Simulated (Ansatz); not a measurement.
`[GaH2][GaH2]` at its PBE0-D4/def2-TZVP geometry, where that method's forces vanish. The species carries charge 0 and has multiplicity 1.

| atom | x (Å) | y (Å) | z (Å) |
| --- | --- | --- | --- |
| Ga1 | 0.952 | 0.685 | 0.369 |
| Ga2 | -0.952 | -0.684 | -0.369 |
| H3 | 1.869 | 1.465 | -0.651 |
| H4 | 1.335 | 0.839 | 1.892 |
| H5 | -0.798 | -2.216 | -0.716 |
| H6 | -2.405 | -0.089 | -0.525 |

(1) For each bond, give half the difference of the two atoms' forces along it (eV/Å; positive pushes the atoms apart) under PBE-D4, r2SCAN-D4, B3LYP-D4, ωB97M-V in def2-TZVPP. (Estimate.)

## Answers

(1) Ansatz gave: 
```json
{"bond": "Ga1–Ga2", "length (Å)": "2.459", "PBE-D4": "-0.12", "r2SCAN-D4": "-0.06", "B3LYP-D4": "0.06", "ωB97M-V": "0.06"}
{"bond": "Ga1–H3", "length (Å)": "1.578", "PBE-D4": "0.08", "r2SCAN-D4": "-0.04", "B3LYP-D4": "-0.02", "ωB97M-V": "-0.09"}
{"bond": "Ga1–H4", "length (Å)": "1.578", "PBE-D4": "0.08", "r2SCAN-D4": "-0.04", "B3LYP-D4": "-0.02", "ωB97M-V": "-0.09"}
{"bond": "Ga2–H5", "length (Å)": "1.578", "PBE-D4": "0.08", "r2SCAN-D4": "-0.04", "B3LYP-D4": "-0.02", "ωB97M-V": "-0.09"}
{"bond": "Ga2–H6", "length (Å)": "1.578", "PBE-D4": "0.08", "r2SCAN-D4": "-0.04", "B3LYP-D4": "-0.02", "ωB97M-V": "-0.09"}
```

B3LYP here is the variant with VWN-RPA as its local correlation; programs differ in this.
